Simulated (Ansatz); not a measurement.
Geometry optimisation, RKS B3LYP/6-31G* (Ansatz).

Input:

```yaml
crystal:
  periodic: [false, false, false]
  atoms:
    - { symbol: B, position_ang: [0.079818, -0.505635, -0.396972] }
    - { symbol: F, position_ang: [-0.114736, 0.120287, 2.036224] }
    - { symbol: H, position_ang: [1.019456, 0.213497, -0.467304] }
    - { symbol: F, position_ang: [-1.126829, -0.10719, -0.759726] }
    - { symbol: S, position_ang: [0.352827, -2.297961, 0.064246] }
    - { symbol: H, position_ang: [-0.942006, -2.671028, -0.033602] }
    - { symbol: H, position_ang: [0.09137, -0.78147, 2.159335] }
basis:
  gaussian: { orbitals: "6-31G*" }
hamiltonian:
  xc: b3lyp
relax:
  f_tol: 0.03
  max_steps: 50
```

Launched with:

```bash
$ ansatz run input.yaml --threads 1 --pin off --max-ram 2048MiB --backend cpu --events-out ev --progress --plain --runs-dir out
```

Problem. Where does it end, and by what steps?

Solution. The run converged. After 9 steps the energy has fallen by 0.015 eV; F2 moved furthest, 0.08 Å.

```json
{"step": "0", "energy less start (eV)": "0.0000", "largest force component (eV/Å)": "0.589", "accepted": "yes"}
{"step": "1", "energy less start (eV)": "-0.0032", "largest force component (eV/Å)": "0.592", "accepted": "yes"}
{"step": "2", "energy less start (eV)": "0.0763", "largest force component (eV/Å)": "2.435", "accepted": "no"}
{"step": "3", "energy less start (eV)": "-0.0126", "largest force component (eV/Å)": "0.165", "accepted": "yes"}
{"step": "4", "energy less start (eV)": "-0.0127", "largest force component (eV/Å)": "0.156", "accepted": "yes"}
{"step": "5", "energy less start (eV)": "-0.0148", "largest force component (eV/Å)": "0.083", "accepted": "yes"}
{"step": "6", "energy less start (eV)": "-0.0118", "largest force component (eV/Å)": "0.449", "accepted": "no"}
{"step": "7", "energy less start (eV)": "-0.0153", "largest force component (eV/Å)": "0.032", "accepted": "yes"}
{"step": "8", "energy less start (eV)": "-0.0154", "largest force component (eV/Å)": "0.048", "accepted": "yes"}
{"step": "9", "energy less start (eV)": "-0.0155", "largest force component (eV/Å)": "0.011", "accepted": "yes"}
```

```xyz
7
Properties=species:S:1:pos:R:3
B 0.086 -0.515 -0.418
F -0.161 0.103 2.098
H 1.033 0.195 -0.511
F -1.120 -0.101 -0.768
S 0.355 -2.262 0.068
H -0.938 -2.650 -0.003
H 0.105 -0.799 2.136
```

Time of the run: 24 s on 1 thread of Arm Neoverse V2, on a shared host, peak memory 0.14 GiB.
